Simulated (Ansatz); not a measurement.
BF, SMILES `[B]F` (lower singlet) (charge 0, multiplicity 1). This singlet lies 3.62 eV below the relaxed triplet at the level composite: frozen-core CCSD(T) with HF/cc-pV5Z and the correlation energy extrapolated as X^-3 from cc-pVQZ and cc-pV5Z, plus CCSDT(Q) minus CCSD(T) in cc-pVTZ // B3LYP-D3(BJ)/def2-TZVP (Ansatz, a program for electronic structure).

All values below come from frozen-core CCSDTQ/cc-pVTZ // B3LYP-D3(BJ)/def2-TZVP run with Ansatz.

Ansatz 0.2 input:
```yaml
crystal:
  periodic: [false, false, false]
  atoms:
    - { symbol: B, position_ang: [0.632459, -0.000003, -0.000002] }
    - { symbol: F, position_ang: [-0.632459, 0.000003, 0.000002] }
basis:
  gaussian: { orbitals: cc-pVTZ }
correlation:
  method: ccsdtq
```

Output:

```
Functional definition: HF
706 factors; integrals over basis functions are off by at most 1.7e-7 eV
mean field evaluation 1: about -3377.5192 eV, gradient 2.3e1 eV
mean field evaluation 2: about -3377.5218 eV, gradient 2.3e1 eV
mean field evaluation 4: about -3378.4404 eV, gradient 1.5e0 eV
mean field evaluation 8: about -3378.4510 eV, gradient 2.2e-5 eV
mean field evaluation 16: about -3378.4507 eV, gradient 3.2e-1 eV
mean field -3378.45100920 eV, -124.1557845919 hartree, gradient 1.7e-6 eV, S^2 0.000000; 0 other end points of the search recorded, 0 dependent functions left out
2 core orbitals not correlated
reference -3378.45100920 eV, -124.1557845919 hartree; 5, 5 occupied and 53, 53 virtual orbitals, 706 factors
second order -8.78505897 eV of doubles, -0.00000000 eV of singles
cycle   1  -8.77573567 eV  change    9.3e-3 eV  update   9.0e-2
cycle   2  -9.21297132 eV  change   -4.4e-1 eV  update   5.2e-2
cycle   3  -9.49611440 eV  change   -2.8e-1 eV  update   2.7e-2
cycle   4  -9.44400051 eV  change    5.2e-2 eV  update   1.0e-2
cycle   5  -9.42980375 eV  change    1.4e-2 eV  update   4.1e-3
cycle   6  -9.43614668 eV  change   -6.3e-3 eV  update   3.1e-3
cycle   7  -9.43598564 eV  change    1.6e-4 eV  update   6.3e-4
cycle   8  -9.43565641 eV  change    3.3e-4 eV  update   5.3e-4
cycle   9  -9.43571854 eV  change   -6.2e-5 eV  update   1.4e-4
cycle  10  -9.43580053 eV  change   -8.2e-5 eV  update   8.3e-5
cycle  11  -9.43577406 eV  change    2.6e-5 eV  update   4.0e-5
cycle  12  -9.43576989 eV  change    4.2e-6 eV  update   9.9e-6
cycle  13  -9.43576161 eV  change    8.3e-6 eV  update   3.1e-6
cycle  14  -9.43575778 eV  change    3.8e-6 eV  update   2.9e-6
cycle  15  -9.43575725 eV  change    5.3e-7 eV  update   8.9e-7
Total energy: -3387.88676645 eV, -124.5025422750 hartree
```
